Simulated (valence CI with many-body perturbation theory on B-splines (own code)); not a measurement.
# Energy levels of W

Method: relativistic CI+MBPT: six valence electrons over a frozen Dirac-Fock core [Xe] 4f14, a basis of 7 s, 7 p, 8 d, 6 f, 4 g, 1 h functions for each j, with the one-electron correlation potential Σ1 (screened to all orders), the two-electron term Σ2, the three-electron term Σ3, Breit, model QED; selected single and double excitations, second order for the rest, scaled by the run's own slope (own B-spline code, finite nucleus).

Against 8 measured levels this calculation errs by 302 cm⁻¹ on average and by 693 at most. These come from a selection out of the NIST Handbook of Basic Atomic Spectroscopic Data. Levels without a partner in it may be off by more, other configurations by 1,000 to 4,000 cm⁻¹. Among the levels kept, up to 2500 cm⁻¹ of a level comes from second order outside the variational space, and about a tenth of that is noise between levels of different J, which matters for small intervals.

Levels 1 to 27 of 27, with energies above the lowest level, 5d4.6s2 5D_0. "Leading %" is the weight of the configuration and term that name the level; weights of strongly mixed levels are sums over their largest components and can fall short. Lifetimes count E1, E2, E3, M1 and M2 decay at the calculated energies, and are blank where another channel may lead or the interval is too uncertain; long ones can be off by a factor of two.

```tsv
No.	Configuration	Term	J	E (cm⁻¹)	Leading %	g	Lifetime
1	5d4.6s2	5D	0	0.0	66		
2	5d4.6s2	5D	1	1497	77	1.499	
3	5d5.6s	7S	3	2258	91	1.983	
4	5d4.6s2	5D	2	3087	80	1.488	4.83 s
5	5d4.6s2	5D	3	4584	78	1.480	6.76 s
6	5d4.6s2	5D	4	6025	72	1.461	12.8 s
7	5d4.6s2	3P	0	9854	47		
8	5d4.6s2	3H	4	12362	41	0.977	707 ms
9	5d4.6s2	3G	3	13538	48	0.910	464 ms
10	5d4.6s2	3P	1	13549	60	1.304	174 ms
11	5d4.6s2	3D	2	13989	26	1.143	378 ms
12	5d4.6s2	3F	2	15146	51	0.929	639 ms
13	5d4.6s2	3H	5	15223	56	1.097	1.80 s
14	5d4.6s2	3D	3	15624	32	1.263	451 ms
15	5d4.6s2	3G	4	16593	41	1.005	887 ms
16	5d4.6s2	3H	6	17220	73	1.140	10.1 s
17	5d4.6s2	3F	4	17288	39	1.130	253 ms
18	5d5.6s	5S	2	17586	55	1.594	332 ms
19	5d4.6s2	3F	3	17827	47	1.036	236 ms
20	5d5.6s	5G	2	18119	53	0.785	312 ms
21	5d4.6s2	3D	1	18244	40	0.789	150 ms
22	5d4.6s.6p	7F°	0	18569	76		90.2 μs
23	5d5.6s	5G	3	18813	70	1.008	516 ms
24	5d5.6s	5G	4	19031	78	1.172	744 ms
25	5d4.6s.6p	7F°	1	19176	74	1.527	3.06 μs
26	5d5.6s	5P	2	19217	26	1.370	164 ms
27	5d5.6s	5G	5	19418	72	1.242	1.26 s
```

Names give the largest LS component (configuration and term), which can be under half, so a name can repeat, a term be missing and a line seem to break the LS rules; names also repeat where a configuration has a term twice.

The ionisation energy to 5d4.6s 6D_1/2 of the next ion comes out as 7.7608 eV (NIST: 7.86403 eV (measured), further off than twice its uncertainty). All 27 levels together are meant to be complete up to 19441 cm⁻¹.
